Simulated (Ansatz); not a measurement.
Geometry optimisation, Ansatz 0.2.0, UKS B3LYP/def2-SVP.

Input:

```yaml
crystal:
  periodic: [false, false, false]
  atoms:
    - { symbol: Ge, position_ang: [0.013484, -0.000908, -0.280441] }
    - { symbol: Cl, position_ang: [-0.105105, 0.177242, 3.130516] }
    - { symbol: H, position_ang: [1.489433, 0.037815, -0.77641] }
    - { symbol: F, position_ang: [-0.778307, 1.369855, -1.037152] }
    - { symbol: H, position_ang: [-0.764916, -1.258257, -0.773137] }
    - { symbol: O, position_ang: [0.121694, -0.176759, 4.729863] }
    - { symbol: H, position_ang: [-0.550384, -0.843988, 4.94206] }
magnetization:
  spin_polarized: true
  initial_magnetization: 1
basis:
  gaussian: { orbitals: def2-SVP }
hamiltonian:
  xc: b3lyp
relax:
  f_tol: 0.03
  max_steps: 50
```

Command:

```bash
$ ansatz run input.yaml --threads 4 --pin off --max-ram 5120MiB --backend cpu --events-out ev --progress --plain --runs-dir out
```

**Question.** Where does it end, and by what steps?

**Answer.** It converged. After 42 steps the energy has fallen by 2.125 eV; Cl2 moved furthest, 1.84 Å. Parted: Cl2–O6 (1.65 → 3.17 Å). Joined: Ge1–Cl2 (3.42 → 2.19 Å).

| step | energy less start (eV) | largest force component (eV/Å) | accepted |
| --- | --- | --- | --- |
| 0 | 0.0000 | 1.912 | yes |
| 2 | -0.1559 | 1.361 | yes |
| 4 | -0.8082 | 3.359 | yes |
| 6 | -1.6591 | 2.090 | yes |
| 8 | -1.8491 | 0.662 | yes |
| 10 | -1.8657 | 0.198 | yes |
| 12 | -1.8698 | 0.106 | yes |
| 14 | -1.8722 | 0.092 | yes |
| 16 | -1.8770 | 0.334 | yes |
| 18 | -1.8814 | 0.234 | yes |
| 20 | -1.8923 | 0.138 | yes |
| 22 | -1.8967 | 0.150 | yes |
| 24 | -1.9114 | 0.137 | yes |
| 26 | -1.9183 | 0.107 | yes |
| 28 | -1.9257 | 0.552 | yes |
| 30 | -1.9396 | 0.035 | yes |
| 32 | -1.9624 | 0.528 | yes |
| 34 | -2.0066 | 0.727 | yes |
| 36 | -2.0760 | 0.156 | yes |
| 38 | -2.1188 | 0.232 | yes |
| 40 | -2.1243 | 0.049 | yes |
| 42 | -2.1245 | 0.010 | yes |

```xyz
7
Properties=species:S:1:pos:R:3
Ge -0.138 -0.014 0.618
Cl -0.575 1.591 2.042
H 1.355 -0.341 0.666
F -0.422 0.714 -0.943
H -1.181 -1.121 0.764
O 0.327 -1.209 3.236
H 0.061 -0.315 3.552
```

Whether the end is a true minimum wasn't checked by a vibrational analysis.

Time of the run: 3.8 min on 4 threads of Arm Neoverse V1 (shared host), peak memory 0.34 GiB.
